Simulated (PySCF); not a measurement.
NMR data simulated for an unnamed compound:

¹H NMR (400 MHz, computed): δ 9.52 (br s, 1H), 7.26 (q, J = 1.2 Hz, 1H), 2.45 (d, J = 1.2 Hz, 3H).

¹³C{¹H} NMR (computed): δ 132.1 (C), 131.3 (C), 130.4 (CH), 118.7 (C), 11.1 (CH3).

All values are calculated (PySCF 2.14.0 with density-fitted response routines): shielding tensors at PBE0/pcSseg-1 (GIAO), structure optimised with GFN2-xTB, spin–spin couplings from B3LYP/pcJ-1 (spin–dipole term only in couplings to heteroatoms). Single conformer, no solvent, no relativistic terms, one averaged value for each set of equivalent atoms.

Referencing at the same level of theory: ¹H, ¹³C vs TMS.

Which of these does the molecule contain: a nitrile, a benzene ring, an NH or NH2 group, an amide, an aldehyde, a heteroaromatic ring?

Results:


- A nitrile: yes (δC 118.7).
- A benzene ring: no.
- An NH or NH2 group: yes (δH 9.52 (br s)).
- An amide: no.
- An aldehyde: no.
- A heteroaromatic ring: yes.

The data belong to `[nH]1cc(C)c(C#N)n1`, C₅H₅N₃; they needn't prove each group on their own.

Carbon signals by region: 4 in the sp2 and nitrile region (100–160 ppm), 1 below 50 ppm.

Exchangeable OH/NH protons stand at their gas-phase positions; hydrogen bonding in a real sample shifts them, mostly to higher δ. Splittings below 1 Hz are ignored in the labels, and close J values are merged. Shifts are as computed. Against solution values, carbons near 30 ppm lie about +3 ppm off and those near 130 ppm about +5 ppm. Of 1211 compounds with measured shifts, 218 miss one by over three times the rms of a fit or turn the order of signals round; such compounds aren't used in these exercises. Couplings to exchangeable protons are dropped.
